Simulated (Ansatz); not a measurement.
Reaction (redistribution): `NB(F)Br` + `[CH3][Mg][F]` → `FB(F)Br` + `[CH3][Mg][NH2]`

Isolated molecules relaxed with PBE0-D4/def2-TZVP in Ansatz; ΔE leaves out vibrations. CCSD(T)/CBS adds triple-zeta CCSD(T) − MP2 to the extrapolated MP2 energy (def2 sets, frozen cores). Functionals use def2-TZVPP. B3LYP here is the variant with VWN-RPA as its local correlation; programs differ in this. For Br, Mg outer-core shells are correlated without core-valence functions, which leaves a few kJ/mol of doubt a bond. Scalar relativity is left out up to krypton. Each species was taken in one conformer, which may not be the lowest.

```csv
level,ΔE (kJ/mol)
B3LYP-D4,116.0
B2PLYP,113.0
```

What does CCSD(T)/CBS give? (Best estimate.)

The calculation gave: +111.6 kJ/mol. The listed levels differ from it by 4.4, 1.4 kJ/mol.

Largest T1 diagnostic among the species: 0.011.

Leaving LDA and LC-ωPBE aside and taking each functional with its dispersion term where it has one, the values, not all of them listed here, spread over 7.2 kJ/mol, from B97M-V to BHLYP-D4. At CCSD(T), def2-SVP lies +8.0 kJ/mol from the extrapolated value and def2-TZVPP −5.3 kJ/mol.
